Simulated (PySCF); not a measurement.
# From computed data to an observable: oscillator strength and radiative lifetime

AsF₂H₃Si, SMILES F[SiH](F)[AsH2].

Coordinates come from a PBE0-D3(BJ)/def2-SVP optimisation. This is a generated structure with no PubChem entry under its InChIKey; it may be hypothetical.

PySCF 2.14.0 with TDDFT-PBE/def2-SVPD puts the first singlet state with f over 0.02 at 6.93 eV (vertical), with the transition dipole (-1.284, 0.669, 0.000) in atomic units.

Q: Find the oscillator strength, the wavelength and the radiative lifetime that this transition would have in vacuum if emission retraced absorption.

A: 
|μ|² = 2.0962 au, so |μ| = 3.68 D. ΔE = 6.93/27.211 = 0.2547 hartree. f = (2/3) ΔE |μ|² = 0.356 (the program prints 0.356).
λ = 1239.84/6.93 = 179 nm; ν = 55894 cm⁻¹.
Einstein's coefficient A = 0.6670 ν² f s⁻¹ (ν in cm⁻¹) = 7.4e8 s⁻¹, so τ = 1/A = 1.3 ns. This state is S4; the lower singlets have f = 0.002, 0.016, 0.011. The figure is the radiative limit of this one transition; relaxation, internal conversion, crossing to triplets and a medium change what is measured.
